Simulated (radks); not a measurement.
Values are calculated unless marked as measured or tabulated.
Be II, configuration [He] 2s1 (the NIST ground configuration).

Code: a radial shooting solver on a logarithmic mesh with Libxc functionals. Model: Dirac Kohn-Sham, PBE, spin-unpolarised, spherical densities, finite nucleus; Fermi nuclear charge, rms radius 2.519 fm.

Energy parts (Ry):
| part | energy |
|---|---|
| total | -28.56379 |
| kinetic | 28.46516 |
| electron-nucleus | -63.66144 |
| Hartree | 11.62442 |
| exchange-correlation | -4.99192 |

Orbitals (lengths in bohr, moments of r in powers of bohr; <r^-3> diverges for s and p1/2):
| orbital | occ. | eigenvalue (Ry) | <r> | <r^-3> | <r^2> |
|---|---|---|---|---|---|
| 1s1/2 | 2 | -8.65722 | 0.4198 | - | 0.2403 |
| 2s1/2 | 1 | -1.00696 | 2.289 | - | 6.175 |

The highest occupied level is 2s1/2 at -13.700 eV. Summed over all electrons, <r^2> = 6.656 bohr^2, which gives a Langevin (diamagnetic) susceptibility term of -5.27 x 10^-6 cm^3/mol. The electron density at the nucleus is 35.66 e/bohr^3. For comparison, the ionisation energy in NIST's Atomic Spectra Database is 18.211 eV (measured). In exact Kohn-Sham theory the highest level is minus the ionisation energy, but local and semilocal functionals leave it too shallow, through self-interaction and a potential that decays too fast; potentials with the right tail come closer. The density falls to 0.001 e/bohr^3 at r = 3.46 bohr.

Beside tabulated values, note that spin-unpolarised runs miss the spin-polarisation part of the exchange energy of open shells.
